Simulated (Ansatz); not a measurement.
`[Cl][GeH2][SiH2]Br` + `C#CO` → `C#CO[SiH2]Br` + `[Cl][GeH3]` at 298.15 K and 1 bar (cleavage of the Si–Ge bond).

Program: Ansatz. Geometries: PBE0-D4/def2-TZVP. ΔE: electronic, gas phase. CCSD(T)/CBS is the MP2 limit (def2-TZVPP, def2-QZVPP) plus CCSD(T) − MP2 in def2-TZVPP, frozen cores. This one scheme is used for every species. For Br, Ge outer-core shells are correlated without core-valence functions, which leaves a few kJ/mol of doubt a bond. Scalar relativity is left out up to krypton. One conformer a species, not always the lowest.

| species | CCSD(T)/CBS energy (Eh) | H − E (kJ/mol) | S (J/(mol·K)) |
| --- | --- | --- | --- |
| `[Cl][GeH2][SiH2]Br` | -5400.77665 | 115.3 | 382.4 |
| `C#CO` | -152.38380 | 96.3 | 247.0 |
| `C#CO[SiH2]Br` | -3015.47100 | 129.3 | 353.7 |
| `[Cl][GeH3]` | -2537.71925 | 76.4 | 263.9 |

H − E and S are ideal-gas, rigid-rotor, harmonic terms from PBE0-D4/def2-TZVP, for one conformer and one mirror image of each species. 1 Eh = 2625.50 kJ/mol, R = 8.31446 J/(mol·K).

Question: By hand: ΔE, ΔH, ΔS and ΔG.

Answer: ΔE = (-3015.47100) + (-2537.71925) − (-5400.77665) − (-152.38380) = -0.02980 Eh = -78.2 kJ/mol. Δ(H − E) = 129.3 + 76.4 − 115.3 − 96.3 = -5.9, so ΔH = -84.1 kJ/mol. ΔS = 353.7 + 263.9 − 382.4 − 247.0 = -11.8 J/(mol·K). ΔG = -84.1 − 298.15 × (-11.8)/1000 = -80.6 kJ/mol.

Question: By hand: the equilibrium constant, and the temperature at which ΔG would vanish if ΔH and ΔS stayed fixed.

Answer: log₁₀ K = −ΔG/(RT ln 10) = 14.1. ΔG = 0 at ΔH/ΔS = 7127 K, far beyond where these terms or the molecules hold.

The number of gas molecules stays the same, so ΔS is small and ΔH decides. A doubt of 5 kJ/mol in ΔE shifts log₁₀ K by 0.9 here. Other conformers and mirror images would add mixing entropy, several J/(mol·K) or more a flexible species. Modes under 60 cm⁻¹, often nearly free rotors, make the harmonic entropy too high. These are equilibria of isolated gas molecules and say nothing of rates. Largest T1 diagnostic: 0.013 (customary marks: 0.02 for closed shells, 0.045 for open ones).
